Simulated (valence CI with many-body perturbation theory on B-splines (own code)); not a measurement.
# Tc III: one-electron terms

Method: relativistic CI+MBPT: five valence electrons over a frozen Dirac-Fock core [Kr], radial functions for each j: 7 s, 7 p, 8 d, 6 f, 4 g, 1 h, with the one-electron correlation potential Σ1, the two-electron term Σ2, the three-electron term Σ3, Breit, model QED; selected CI, second order for the rest, scaled by the run's own slope (own B-spline code, finite nucleus).

No measured spectrum was set against this ion. As an estimate, terms of the open shell hold to 2 to 4 % of their energy, and close levels can change places; different configurations can be misplaced against each other by 1,000 to 8,000 cm⁻¹. Core correlation moves these levels by up to 14000 cm⁻¹, and in measured spectra 5 to 20 % of such shifts remained as error; rates that hang on mixing are uncertain with them. Among the levels kept, up to 2200 cm⁻¹ of a level comes from second order outside the variational space, and about a tenth of that is noise between levels of different J, which matters for small intervals. Only levels of the ground parity were solved; by the run's estimate the other parity begins above the list, which can be wrong where configurations are misplaced.

These are the spectroscopic orbitals of the CI (the correlating ones are not listed), shaped by the core and the other valence electrons. h is the expectation value of the core's Dirac-Fock operator, without the valence repulsion; Σ1 is computed up to l = 3 at one energy for each symmetry, that of its lowest orbital but kept below the first core excitation, so for empty shells it is not the orbital's own correlation shift; Breit and QED include the response of the core.

| Orbital | h (hartree) | Σ1 (cm⁻¹) | Breit (cm⁻¹) | QED (cm⁻¹) | ⟨r⟩ (bohr) |
| --- | --- | --- | --- | --- | --- |
| 5s1/2 | -2.3108 | -5648 | 50.7 | 57.5 | 2.804 |
| 6s1/2 | -1.1782 | -1131 | 12.7 | 14.1 | 5.887 |
| 7s1/2 | -0.73654 | -495 | 6.1 | 6.7 | 9.744 |
| 5p1/2 | -1.9184 | -3206 | 53.2 | -3.7 | 3.369 |
| 6p1/2 | -1.0411 | -925 | 19.4 | -1.3 | 6.662 |
| 7p1/2 | -0.6668 | -430 | 9.7 | -0.7 | 10.76 |
| 5p3/2 | -1.8893 | -2980 | 27.9 | -0.4 | 3.426 |
| 6p3/2 | -1.0298 | -874 | 10.3 | -0.2 | 6.737 |
| 7p3/2 | -0.66154 | -410 | 5.5 | -0.1 | 10.84 |
| 4d3/2 | -3.1201 | -12129 | -7.0 | -42.1 | 1.600 |
| 5d3/2 | -1.2954 | -1041 | 3.0 | -3.6 | 5.003 |
| 6d3/2 | -0.78002 | -444 | 1.6 | -1.6 | 8.988 |
| 4d5/2 | -3.1031 | -11873 | -94.8 | -34.8 | 1.614 |
| 5d5/2 | -1.2911 | -1034 | -5.6 | -2.8 | 5.022 |
| 6d5/2 | -0.77807 | -441 | -2.3 | -1.3 | 9.012 |
| 4f5/2 | -1.1008 | -723 | -1.5 | -0.2 | 5.611 |
| 5f5/2 | -0.71546 | -498 | -1.3 | -0.2 | 9.777 |
| 4f7/2 | -1.1014 | -719 | -1.6 | -0.2 | 5.607 |
| 5f7/2 | -0.71577 | -494 | -1.4 | -0.2 | 9.773 |
| 5g7/2 | -0.66328 |  | 0.0 | 0.0 | 9.086 |
| 5g9/2 | -0.66329 |  | 0.0 | 0.0 | 9.086 |

Among the shells of the start configuration 4d5, Σ1 is largest in size for 4d3/2, where it is 1.8 % of h.

Lowest root of each symmetry, sizes in configuration state functions:

| J | Parity | Roots | Reference | Variational | Second order | Change by selected CI (cm⁻¹) | Change by second order (cm⁻¹) |
| --- | --- | --- | --- | --- | --- | --- | --- |
| 1/2 | even | 8 | 41 | 33322 | 3375366 | -15298 | -304 |
| 3/2 | even | 11 | 72 | 29204 | 6657692 | -14952 | -572 |
| 5/2 | even | 13 | 86 | 27946 | 8773796 | -10432 | -442 |
| 7/2 | even | 12 | 75 | 28861 | 9301876 | -13096 | -872 |
| 9/2 | even | 9 | 59 | 29056 | 9121689 | -13137 | -808 |
| 11/2 | even | 5 | 36 | 28753 | 7898528 | -13457 | -495 |
| 13/2 | even | 3 | 18 | 32125 | 6307412 | -14607 | -396 |
